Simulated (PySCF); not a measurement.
Species: C4H10OSi.
Atom-mapped SMILES: `[CH2:1]=[CH:2][CH2:3][CH2:4][O:5][SiH3:6]` (hydrogens: H7, H8 on C1; H9 on C2; H10, H11 on C3; H12, H13 on C4; H14, H15, H16 on Si6)

Computed with core-valence-separated Tamm–Dancoff BHandHLYP/aug-pcX-1 (pcseg-1 on H, def2-SVPD on Si) in PySCF, non-relativistic, gas phase, PBE0-D3(BJ)/def2-SVP geometry. Absolute energies from this functional tend to lie a few eV below measured edges; no shift was applied.

Problem. List the oxygen K-edge absorption lines.

Solution. 
| E (eV) | f | core hole on | main final orbital |
| --- | --- | --- | --- |
| 532.53 | 0.0103 | O5 | spread |
| 533.86 | 0.0094 | O5 | LUMO (51 %) |
| 534.10 | 0.0087 | O5 | spread |
| 534.25 | 0.0097 | O5 | spread |
| 534.41 | 0.0123 | O5 | spread |
| 534.55 | 0.0065 | O5 | LUMO+3 (43 %) |
| 534.89 | 0.0012 | O5 | spread |

The first line with a tenth or more of the strongest one's intensity is at 532.53 eV (f = 0.010), with the hole on O5 (silyl ether oxygen). The strongest listed is at 534.41 eV (f = 0.012; O5).

Problem. Give energies, oscillator strengths and core holes at the C K edge.

Solution. 
```json
{"E (eV)": "282.63", "f": "0.0366", "core hole on": "C2", "main final orbital": "spread", "polarisation": "normal to the local trigonal plane"}
{"E (eV)": "282.64", "f": "0.0856", "core hole on": "C1", "main final orbital": "spread", "polarisation": "normal to the local trigonal plane"}
{"E (eV)": "285.58", "f": "0.0094", "core hole on": "C3", "main final orbital": "LUMO (61 %)", "polarisation": "–"}
{"E (eV)": "285.61", "f": "0.0090", "core hole on": "C1", "main final orbital": "LUMO+1 (50 %)", "polarisation": "in the local trigonal plane"}
{"E (eV)": "285.91", "f": "0.0144", "core hole on": "C3", "main final orbital": "LUMO+1 (31 %)", "polarisation": "–"}
{"E (eV)": "286.04", "f": "0.0192", "core hole on": "C1", "main final orbital": "spread", "polarisation": "in the local trigonal plane"}
{"E (eV)": "286.12", "f": "0.0216", "core hole on": "C2", "main final orbital": "LUMO+2 (47 %)", "polarisation": "in the local trigonal plane"}
{"E (eV)": "286.36", "f": "0.0229", "core hole on": "C3", "main final orbital": "LUMO+5 (51 %)", "polarisation": "–"}
{"E (eV)": "286.75", "f": "0.0008", "core hole on": "C2", "main final orbital": "LUMO+1 (49 %)", "polarisation": "–"}
{"E (eV)": "286.78", "f": "0.0316", "core hole on": "C4", "main final orbital": "LUMO (64 %)", "polarisation": "–"}
{"E (eV)": "286.87", "f": "0.0044", "core hole on": "C1", "main final orbital": "LUMO+3 (56 %)", "polarisation": "normal to the local trigonal plane"}
{"E (eV)": "286.95", "f": "0.0020", "core hole on": "C3", "main final orbital": "LUMO+3 (49 %)", "polarisation": "–"}
{"E (eV)": "286.96", "f": "0.0009", "core hole on": "C1", "main final orbital": "LUMO+5 (39 %)", "polarisation": "–"}
{"E (eV)": "287.07", "f": "0.0032", "core hole on": "C3", "main final orbital": "LUMO+2 (70 %)", "polarisation": "–"}
{"E (eV)": "287.09", "f": "0.0012", "core hole on": "C2", "main final orbital": "LUMO+1 (30 %)", "polarisation": "mixed"}
{"E (eV)": "287.19", "f": "0.0008", "core hole on": "C2", "main final orbital": "LUMO+5 (46 %)", "polarisation": "–"}
{"E (eV)": "287.37", "f": "0.0055", "core hole on": "C1", "main final orbital": "LUMO+2 (30 %)", "polarisation": "in the local trigonal plane"}
{"E (eV)": "287.40", "f": "0.0022", "core hole on": "C3", "main final orbital": "spread", "polarisation": "–"}
{"E (eV)": "287.48", "f": "0.0191", "core hole on": "C4", "main final orbital": "LUMO+2 (33 %)", "polarisation": "–"}
```

The first line with a tenth or more of the strongest one's intensity is at 282.63 eV (f = 0.037), with the hole on C2 (alkene CH carbon), polarised normal to the local trigonal plane: a 1s→π* resonance. The strongest listed is at 282.64 eV (f = 0.086; C1, 1s→π*).

Roots within 0.03 eV whose holes lie on the same, on equivalent or on shared atoms are summed into one line, and the highest roots are left out, as the search may have cut off their partners. Final orbitals are the ground state's empty Kohn–Sham orbitals. A dash: too weak, shared between unlike atoms, or no plane or axis to refer to.

Problem. What are the wavelength and the wavenumber of the 534.10 eV line?

Solution. λ = 12398.42 eV Å/534.10 eV = 23.214 Å; 4.3078 × 10⁶ cm⁻¹.

Only the lowest roots of each edge were sought.

Time: 24 s wall; peak memory 0.97 GiB. Hardware: one thread, Arm Neoverse V2 (aarch64), no GPU, on a shared host.

The values belong to the conformer `[CH2:1]=[CH:2][CH2:3][CH2:4][O:5][SiH3:6]`: C1–C2–C3–C4 124°, C2–C3–C4–O5 62°, C3–C4–O5–Si6 -170°.
